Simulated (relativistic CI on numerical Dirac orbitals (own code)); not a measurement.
## Kr³⁵⁺: sensitivity of the levels to the model

Base calculation: Dirac-Coulomb-Breit CI, KLI orbitals optimised for each configuration, QED by a radiative potential.

Configuration list: 1s, 2s, 2p, 3s, 3p, 3d, 4s, 4p, 4d, 4f, 5s, 5p, 5d, 5f, 5g, 6s, 6p, 6d. Levels of other configurations are missing.

Variants: (1) QED terms removed; (2) non-relativistic limit. Shifts of the energy above 1s 2S_1/2, in eV, for the lowest level and the first level of each name with at least 55 % of one term (blank where a level changes its place among those of its configuration and J or its character, or is not in the variant):

```csv
Level,Base,Δ(1),Δ(2)
1s 2S_1/2,0.0,0.0,0.0
2p 2P°_1/2,13429.4,+11.5,-204.9
2s 2S_1/2,13431.1,+9.8,-206.6
2p 2P°_3/2,13509.0,+11.4,-284.5
3p 2P°_1/2,15942.1,+11.5,-268.6
3s 2S_1/2,15942.6,+11.0,-269.1
3d 2D_3/2,15965.7,+11.5,-292.2
3p 2P°_3/2,15965.7,+11.5,-292.2
3d 2D_5/2,15973.3,+11.5,-299.8
4p 2P°_1/2,16818.3,+11.5,-287.6
4s 2S_1/2,16818.5,+11.3,-287.9
4d 2D_3/2,16828.2,+11.5,-297.6
4p 2P°_3/2,16828.2,+11.5,-297.6
4f 2F°_5/2,16831.4,+11.5,-300.8
4d 2D_5/2,16831.4,+11.5,-300.8
4f 2F°_7/2,16833.0,+11.5,-302.4
5p 2P°_1/2,17222.4,+11.5,-295.1
5s 2S_1/2,17222.5,+11.4,-295.2
5d 2D_3/2,17227.5,+11.5,-300.1
5p 2P°_3/2,17227.5,+11.5,-300.1
5f 2F°_5/2,17229.1,+11.5,-301.8
5d 2D_5/2,17229.1,+11.5,-301.8
```
